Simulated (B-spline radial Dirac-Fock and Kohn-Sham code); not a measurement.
Binding energies of Os⁵⁺ at several levels of theory

System: the Os⁵⁺ ion, 1s2 2s2 2p6 3s2 3p6 3d10 4s2 4p6 4d10 4f14 5s2 5p6 5d3.

The density-functional columns are spherical, spin-unpolarised Dirac-Kohn-Sham results without Breit or QED terms: −ε is minus the orbital energy of the initial state and ΔSCF the difference of two total energies. The reference in the last column comes from Dirac-Fock (average of configuration) total-energy differences with a finite nucleus, the Breit interaction including its frequency dependence, and self-energy and vacuum-polarisation corrections. All numbers are from a B-spline atomic structure program, in eV; a selection of levels is shown. For the 1s level of heavy atoms much of the gap between ΔSCF and the reference is the Breit and QED part, -381.9 eV here; for other levels the error of the functional can be larger.

```
     level   PBE −ε  PBE ΔSCF   LDA −ε  LDA ΔSCF  Dirac-Fock
    K (1s)  73798.4   74378.2  73737.8   74315.7     73945.4
   L1 (2s)  12896.2   13003.9  12887.3   12995.4     13052.8
L2 (2p1/2)  12352.5   12491.2  12348.5   12487.3     12464.4
L3 (2p3/2)  10821.4   10939.7  10819.0   10937.5     10950.5
   M1 (3s)   3048.9    3081.7   3046.5    3079.5      3135.2
M2 (3p1/2)   2805.1    2840.3   2804.2    2839.5      2874.7
M3 (3p3/2)   2471.2    2503.1   2470.7    2502.8      2540.6
M4 (3d3/2)   2061.8    2100.0   2062.0    2100.3      2109.9
M5 (3d5/2)   1989.5    2026.5   1989.7    2026.8      2038.9
   N1 (4s)    692.7     709.1    691.6     708.0       740.6
N2 (4p1/2)    590.2     606.6    589.8     606.1       630.9
N3 (4p3/2)    511.8     527.5    511.2     526.9       552.3
N4 (4d3/2)    343.5     358.9    343.5     358.9       372.1
N5 (4d5/2)    328.9     344.1    328.9     344.1       357.5
N6 (4f5/2)    115.8     130.1    116.2     130.6       127.8
N7 (4f7/2)    113.0     127.2    113.4     127.6       125.1
   O1 (5s)    152.6     162.5    153.0     162.9       167.3
O2 (5p1/2)    120.5     129.9    120.9     130.3       129.9
O3 (5p3/2)    107.5     116.4    107.8     116.7       116.8
 O4,5 (5d)    62.21     69.60    62.56     69.96       68.49
```

Q: Order the estimates of the K (1s) level by their distance from the Dirac-Fock value, nearest first.
A. PBE ΔSCF
B. LDA −ε
C. PBE −ε
D. LDA ΔSCF

A: C (147.0 eV), B (207.6 eV), D (370.3 eV), A (432.9 eV).

An eigenvalue near the reference for a deep level is a cancellation of errors: it lacks relaxation, carries self-interaction and omits Breit and QED terms.

Values without a named source are computed, but for edge energies of neutral atoms, which are taken from tables.
